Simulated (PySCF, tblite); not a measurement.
Compound: C6H10OSi.
SMILES: `C[SiH2]c1ccc(C)o1`

Jobs on this species (18 atoms, 68 electrons) with PySCF (density fitting) and tblite. Hardware of each: one thread, Arm Neoverse N1 (aarch64), no GPU, on a shared host. Other jobs ran on the host; a repeat could differ by tens of per cent or more.

```json
{"level and settings": "GFN2-xTB", "work": "Hessian by finite differences", "basis functions": "–", "SCF cycles": "–", "wall time": "?"}
{"level and settings": "PBE0/pcSseg-1", "work": "shieldings, ring-centre shieldings, charges and field gradients", "basis functions": "193", "SCF cycles": "?", "wall time": "?"}
{"level and settings": "CAM-B3LYP/def2-SVPD", "work": "8 singlets by full TDDFT, 3 Tamm–Dancoff triplets, polarisability, density and orbital grids written", "basis functions": "247", "SCF cycles": "13", "wall time": "2.1 min"}
{"level and settings": "GFN2-xTB", "work": "L-BFGS relaxation", "basis functions": "–", "SCF cycles": "–", "wall time": "0.54 s"}
```

Task: Fill in the missing figures.

Result: 
- GFN2-xTB; Hessian by finite differences: 1.1 s
- PBE0/pcSseg-1; shieldings, ring-centre shieldings, charges and field gradients: 53 s, 14 SCF cycles

Task: What do all jobs in the table cost together?

Result: About 3.0 min; the longest takes about 70 % of that, and about 230 times as long as the shortest.
